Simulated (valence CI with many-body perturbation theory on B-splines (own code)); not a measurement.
**Forbidden lines of Nb II**

Level of theory: relativistic CI+MBPT: four valence electrons over a frozen Dirac-Fock core [Kr], a basis of 9 s, 9 p, 10 d, 8 f, 5 g, 3 h, 1 i functions for each j, with the one-electron correlation potential Σ1, the two-electron term Σ2, the three-electron term Σ3, Breit, model QED; selected CI, second order for the rest, scaled by the run's own slope (own B-spline code, finite nucleus).

Set against measurement, 15 paired levels are off by 220 cm⁻¹ on average, the worst by 533. These come from a selection out of the NIST Handbook of Basic Atomic Spectroscopic Data. Levels without a partner in it may be off by more, other configurations by 1,000 to 4,000 cm⁻¹. Among the levels kept, up to 550 cm⁻¹ of a level comes from second order outside the variational space, and about a tenth of that is noise between levels of different J, which matters for small intervals. Only levels of the ground parity were solved; by the run's estimate the other parity begins above the list, which can be wrong where configurations are misplaced.

Lines 51 to 95 of 95 in falling wavelength, among levels below 27430 cm⁻¹, chosen from the decays that carry over 1 % of a level's rate. Wavelengths and rates use the calculated energies, so an error of 200 cm⁻¹ moves a line at 1406 nm by 2.8 % and its rate by three times that or more. Electric multipoles are in the length gauge, E1 and E2 with the static RPA response of the core. S is in atomic units (e²a₀⁴ for E2 and M2, e²a₀⁶ for E3), for M1 in squared Bohr magnetons. Weak lines are less certain than strong ones. Lines between different terms over intervals too small for the method are left out, as are lines whose strength nearly cancels. Where a level lies close to another of its J and parity, the split of strength between their lines is uncertain.

Names give the largest LS component (configuration and term), which can be under half, so a name can repeat, a term be missing and a line seem to break the LS rules; names also repeat where a configuration has a term twice. Letters in brackets count levels of one name in rising energy.

```
λ vac (nm)            Upper        Lower  Type   A (s⁻¹)  S (a.u.)
      1471         4d4 3G_5  4d3.5s 5F_5    M1  5.20e-02  6.75e-02
      1470         4d4 3F_3     4d4 5D_4    M1  7.02e-03  5.79e-03
      1459         4d4 3F_2     4d4 5D_3    M1  5.07e-02  2.91e-02
      1411         4d4 3G_4  4d3.5s 5F_4    M1  3.10e-02  2.91e-02
      1406         4d4 3P_2     4d4 5D_2    M1  6.29e-03  3.24e-03
      1386         4d4 3F_2     4d4 5D_2    M1  1.38e-02  6.79e-03
      1384         4d4 3F_3     4d4 5D_3    M1  5.13e-02  3.53e-02
      1383         4d4 3F_4     4d4 5D_4    M1  9.78e-02  8.63e-02
      1380         4d4 3G_3  4d3.5s 5F_3    M1  1.32e-02  9.00e-03
      1353         4d4 3P_2     4d4 5D_1    M1  9.43e-03  4.34e-03
      1351         4d4 3G_5  4d3.5s 5F_4    M1  1.87e-02  1.88e-02
      1335         4d4 3F_2     4d4 5D_1    M1  3.59e-03  1.58e-03
      1318         4d4 3F_3     4d4 5D_2    M1  2.14e-02  1.27e-02
      1316         4d4 3G_4  4d3.5s 5F_3    M1  2.14e-02  1.63e-02
      1315      4d3.5s 5P_3  4d3.5s 5F_5    E2  1.30e-02  3.18e+01
      1308         4d4 3G_3  4d3.5s 5F_2    M1  1.50e-02  8.74e-03
      1306         4d4 3F_4     4d4 5D_3    M1  2.32e-02  1.73e-02
      1298      4d3.5s 5P_2  4d3.5s 5F_4    E2  8.89e-03  1.46e+01
      1245      4d3.5s 5P_1  4d3.5s 5F_3    E2  6.27e-03  5.03e+00
      1218      4d3.5s 5P_3  4d3.5s 5F_4    E2  6.69e-03  1.12e+01
      1217      4d3.5s 5P_2  4d3.5s 5F_3    E2  1.00e-02  1.20e+01
      1211         4d4 3H_4     4d4 5D_4    M1  1.42e-03  8.39e-04
      1186      4d3.5s 5P_1  4d3.5s 5F_2    E2  1.32e-02  8.29e+00
      1168         4d4 3H_5     4d4 5D_4    M1  6.98e-05  4.53e-05
      1161      4d3.5s 5P_2  4d3.5s 5F_2    E2  5.95e-03  5.61e+00
      1152         4d4 3H_4     4d4 5D_3    M1  4.58e-04  2.33e-04
      1149      4d3.5s 5P_1  4d3.5s 5F_1    E2  1.39e-02  7.44e+00
      1045         4d4 3G_4     4d4 5D_4    M1  2.26e-03  8.61e-04
      1001         4d4 3G_4     4d4 5D_3    M1  1.18e-03  3.95e-04
     997.0  4d3.5s 3F_2 [a]  4d3.5s 5F_3    M1  3.66e-02  6.73e-03
     981.9      4d3.5s 5P_2     4d4 5D_4    E2  9.44e-02  3.85e+01
     959.0      4d3.5s 5P_1     4d4 5D_3    E2  1.23e-01  2.67e+01
     935.5      4d3.5s 5P_3     4d4 5D_4    E2  1.08e-01  4.83e+01
     934.5  4d3.5s 3F_2 [a]  4d3.5s 5F_1    M1  4.51e-02  6.83e-03
     927.0      4d3.5s 5P_1     4d4 5D_2    E2  9.17e-02  1.68e+01
     911.6      4d3.5s 5P_2     4d4 5D_2    E2  4.05e-02  1.14e+01
     903.8      4d3.5s 5P_1     4d4 5D_1    E2  2.66e-02  4.30e+00
     899.8      4d3.5s 5P_3     4d4 5D_3    E2  1.09e-01  4.02e+01
     889.2      4d3.5s 5P_2     4d4 5D_1    E2  7.70e-02  1.91e+01
     877.1      4d3.5s 5P_2     4d4 5D_0    E2  3.93e-02  9.10e+00
     871.5      4d3.5s 5P_3     4d4 5D_2    E2  5.95e-02  1.87e+01
     851.0      4d3.5s 5P_3     4d4 5D_1    E2  1.53e-02  4.26e+00
     841.2         4d4 1D_2     4d4 5D_3    M1  2.95e-03  3.25e-04
     782.2  4d3.5s 3F_2 [a]     4d4 5D_2    M1  5.02e-02  4.46e-03
     765.6  4d3.5s 3F_2 [a]     4d4 5D_1    M1  4.07e-02  3.39e-03
```
